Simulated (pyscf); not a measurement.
## Cl–SiH₂–SiH₂–Cl (SMILES Cl[SiH2][SiH2]Cl), singlet

Gas-phase minimum from PySCF at ωB97X-D3(BJ)/def2-SVP, one conformer. 

```xyz
8

Cl    -1.2735     1.5574     1.7922
Si    -0.0572     0.3611     0.6077
Si    -0.8542    -1.8080     0.8416
Cl     0.3665    -3.0054    -0.3373
H      1.3468     0.4765     1.0829
H     -0.1488     0.8228    -0.8025
H     -2.2565    -1.9246     0.3616
H     -0.7674    -2.2677     2.2528
```

Bonds (Å): Cl1–Si2 2.077, Si2–Si3 2.323, Si2–H5 1.487, Si2–H6 1.487, Si3–Cl4 2.077, Si3–H7 1.487, Si3–H8 1.487. Angles (°): Cl1–Si2–Si3 106.2, Cl1–Si2–H5 109.0, Cl1–Si2–H6 109.0, Si3–Si2–H5 111.4, Si3–Si2–H6 111.4, H5–Si2–H6 109.7, Si2–Si3–Cl4 106.2, Si2–Si3–H7 111.4, Si2–Si3–H8 111.4, Cl4–Si3–H7 109.0, Cl4–Si3–H8 109.0, H7–Si3–H8 109.7.

Properties at ωB97X-D3(BJ)/def2-SVP:

```
Property                                                                                                                                                                                                        Result
---------------------------------------------------------------------------------------------------------------------  -----------------------------------------------------------------------------------------------
Harmonic wavenumbers, unscaled                                                                                         49, 66, 157, 360, 470, 558, 565, 581, 688, 718, 782, 878, 952, 957, 2271, 2275, 2277, 2285 cm⁻¹
Zero-point energy                                                                                                                                                                                        24.1 kcal/mol
Rotational symmetry number                                                                                                                                                                                           2
Entropy of this conformer at 298 K and 1 atm, rigid rotor and harmonic oscillator, modes under 100 cm⁻¹ raised to 100                                                                                  340.7 J/(mol K)
Dipole moment                                                                                                                                                                                                   0.00 D
```

Single-point totals, which compare only within one level (frozen core for MP2 and CC):

| level | total energy (hartree) |
|---|---|
| ωB97X-D3(BJ)/def2-TZVP | -1502.00313 |
| PBE/def2-TZVP | -1501.24508 |
| r²SCAN/def2-TZVP | -1501.81488 |
| B3LYP-D3(BJ)/def2-TZVP | -1502.01912 |
| PBE0-D3(BJ)/def2-TZVP | -1501.38917 |
| M06-2X/def2-TZVP | -1501.85144 |
| ωB97M-D3(BJ)/def2-TZVP | -1502.11247 |
| HF/def2-TZVPP | -1499.34189 |
| MP2/def2-TZVPP | -1499.96235 |
| CCSD/def2-TZVPP | -1500.02836 |
| CCSD(T)/def2-TZVPP | -1500.05592 |

The lowest mode is so soft that the shape along it may change with the basis. Soft torsions are taken as harmonic, which can shift the entropy by several J/(mol K). The CCSD(T) − MP2 part came from Ansatz, without density fitting, on the same reference.
